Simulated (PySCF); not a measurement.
**`CN[P+]1(C)C=CC=C1`, [C₆H₁₁NP]+, charge +1**

Geometry:
```json
{"atom": "C1", "x (Å)": "-2.489", "y (Å)": "-0.504", "z (Å)": "0.661"}
{"atom": "N2", "x (Å)": "-1.081", "y (Å)": "-0.456", "z (Å)": "1.059"}
{"atom": "P3", "x (Å)": "0.078", "y (Å)": "0.209", "z (Å)": "0.092"}
{"atom": "C4", "x (Å)": "-0.406", "y (Å)": "1.907", "z (Å)": "-0.289"}
{"atom": "C5", "x (Å)": "1.676", "y (Å)": "0.048", "z (Å)": "0.896"}
{"atom": "C6", "x (Å)": "2.505", "y (Å)": "-0.593", "z (Å)": "0.060"}
{"atom": "C7", "x (Å)": "1.919", "y (Å)": "-1.010", "z (Å)": "-1.212"}
{"atom": "C8", "x (Å)": "0.632", "y (Å)": "-0.680", "z (Å)": "-1.387"}
{"atom": "H9", "x (Å)": "-2.779", "y (Å)": "0.453", "z (Å)": "0.231"}
{"atom": "H10", "x (Å)": "-2.702", "y (Å)": "-1.298", "z (Å)": "-0.057"}
{"atom": "H11", "x (Å)": "-3.087", "y (Å)": "-0.673", "z (Å)": "1.555"}
{"atom": "H12", "x (Å)": "-0.785", "y (Å)": "-1.314", "z (Å)": "1.516"}
{"atom": "H13", "x (Å)": "0.455", "y (Å)": "2.428", "z (Å)": "-0.706"}
{"atom": "H14", "x (Å)": "-0.726", "y (Å)": "2.395", "z (Å)": "0.631"}
{"atom": "H15", "x (Å)": "-1.213", "y (Å)": "1.918", "z (Å)": "-1.021"}
{"atom": "H16", "x (Å)": "1.913", "y (Å)": "0.434", "z (Å)": "1.871"}
{"atom": "H17", "x (Å)": "3.537", "y (Å)": "-0.813", "z (Å)": "0.283"}
{"atom": "H18", "x (Å)": "2.510", "y (Å)": "-1.546", "z (Å)": "-1.937"}
{"atom": "H19", "x (Å)": "0.032", "y (Å)": "-0.894", "z (Å)": "-2.254"}
```

Total charge +1.

Method used: GIAO B3LYP/pcSseg-1 magnetisability, rotational g tensor and spin-rotation constants, non-relativistic, gas phase in PySCF. Geometry: GFN2-xTB.

For an ion the centre-of-mass motion in the field is neglected.

(1) Give the nuclear spin-rotation constants along the inertial axes (H = +C I·J) beside the isotropic shieldings.

(2) How do the rotational constants and the g tensor change when H9, H10, H11, H12, H13, H14, H15, H16, H17, H18, H19 are replaced by deuterium?

Results:

(1) Rotational constants 3.0470, 1.2916, 1.2440 GHz. A star marks the isotopologue with that one atom substituted, in its own axes.
```csv
atom,isotope,Caa (kHz),Cbb (kHz),Ccc (kHz),mean (kHz),σ (ppm)
N2,14N,0.192,0.035,0.045,0.091,227.0
P3,31P,5.222,2.299,2.197,3.239,245.8
H9,1H,-0.299,-0.037,-0.121,-0.152,28.9
H10,1H,-0.349,-0.046,-0.083,-0.159,28.8
H11,1H,-0.123,-0.140,-0.072,-0.112,28.2
H12,1H,-0.367,-0.069,-0.122,-0.186,29.7
H13,1H,-0.171,-0.081,-0.166,-0.139,29.9
H14,1H,-0.251,-0.114,-0.091,-0.152,29.5
H15,1H,-0.259,-0.150,-0.043,-0.151,28.9
H16,1H,-0.373,-0.139,0.073,-0.146,25.5
H17,1H,0.158,-0.169,-0.079,-0.030,24.1
H18,1H,0.018,-0.117,-0.074,-0.058,24.2
H19,1H,-0.327,-0.149,0.069,-0.136,25.3
C1,13C*,0.439,0.233,0.207,0.293,150.1
C4,13C*,0.393,0.155,0.169,0.239,174.1
C5,13C*,1.019,0.237,0.513,0.590,55.1
C6,13C*,1.257,0.259,0.594,0.703,19.1
```
For the geometry as given, no vibrational averaging.

(2) Constants 2.4379, 1.0914, 1.0466 GHz; g -0.0110, 0.0063, 0.0001, against -0.0138, 0.0073, 0.0002 before.
